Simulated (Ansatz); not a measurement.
C3H3BOS, SMILES `BC1SC1=C=O`, relaxed with RKS PBE-D4/def2-SVP in the Gaussian-basis code of Ansatz from a rough embedded geometry. The force threshold is 0.03 eV/Å; the program also tests the step.

Charge 0, multiplicity 1.

Start:

```xyz
9

B    -1.357   -0.329   -0.861
C    -0.435   -0.299    0.451
S    -0.678    1.089    1.319
C     0.769    0.493    0.393
C     2.085    0.450    0.168
O     3.335    0.430    0.034
H    -1.367    0.603   -1.564
H    -2.038   -1.258   -1.024
H    -0.313   -1.180    1.083
```

(1) How much energy does the relaxation release, and in how many steps? (An estimate is asked.)

(2) Which bonds change most? (Estimate.)

(3) Give the relaxed structure. (Best estimate.)

## Answers

(1) The calculation gave: 29.28 kcal/mol, in 19 steps.

(2) Computed: B1–S3 from 2.688 to 2.157 Å; C2–S3 from 1.655 to 1.876 Å; C5–O6 from 1.257 to 1.176 Å; B1–H8 from 1.164 to 1.218 Å.

(3) Computed: 
```xyz
9

B    -1.204   -0.206   -0.738
C    -0.299   -0.754    0.423
S    -0.735    0.976    1.004
C     0.840    0.141    0.685
C     1.947    0.596    0.114
O     3.008    0.977   -0.219
H    -0.669    0.347   -1.678
H    -2.378   -0.528   -0.748
H    -0.511   -1.550    1.158
```
